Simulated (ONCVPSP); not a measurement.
**How hard is this In ONCV potential?**

indium, optimised norm-conserving Vanderbilt (ONCV), made with ONCVPSP 4.0.1 (PBEsol, fully relativistic). Core [Kr], reference 4d10 5s2 5p1. Waves: 5s: rc 2.15 bohr, ncon 4, nbas 8, qcut 3.1 1/bohr, 3 projectors, debl 1.2 Ha; 5p: rc 2.15 bohr, ncon 4, nbas 7, qcut 3.1 1/bohr, 1 projector; 4d: rc 1.40 bohr, ncon 3, nbas 8, qcut 13.1 1/bohr, 2 projectors, debl 1.2 Ha. Local part: polynomial inside 1.20 bohr (lpopt 3, dvloc0 1 Ha). Core correction: polynomial model core, fcfact 0.6.

Open shells are filled in proportion to 2j + 1.

For each optimised wave give the share of its norm inside rc, the residual kinetic energy above qcut (Ha) and the cutoffs (Ha) for errors of 10, 1, 0.1 and 0.01 mHa per electron.

```csv
wave,norm inside rc,residual KE,10 mHa,1 mHa,0.1 mHa,0.01 mHa
5s,0.357,1.6e-03,3.4,5.8,29.4,37.2
s projector 2,0.231,6.3e-03,4.6,9.2,41.7,52.5
s projector 3,0.122,3.8e-02,5.9,17.9,50.2,62.0
5p j=3/2,0.124,3.5e-04,0.9,3.8,8.6,28.0
5p j=1/2,0.149,6.7e-04,1.1,4.4,10.4,21.6
4d j=5/2,0.721,1.3e-09,32.3,41.7,50.1,57.3
d projector 2 j=5/2,0.073,8.6e-11,25.6,35.9,45.1,53.6
4d j=3/2,0.732,1.2e-09,33.0,42.5,50.9,58.2
d projector 2 j=3/2,0.071,7.9e-11,26.0,36.5,45.7,54.4
```

The occupied waves need 42 Ha and 51 Ha for 1 and 0.1 mHa. Note: ghosts flagged at negative energy: p3/2 at -8.2 eV, p1/2 at -2.83 eV; GHOST(+) flagged for s at 27.0 eV. A true bound ghost makes a file unfit for plane-wave use. 4 of 4 tests not solved or not reliable.
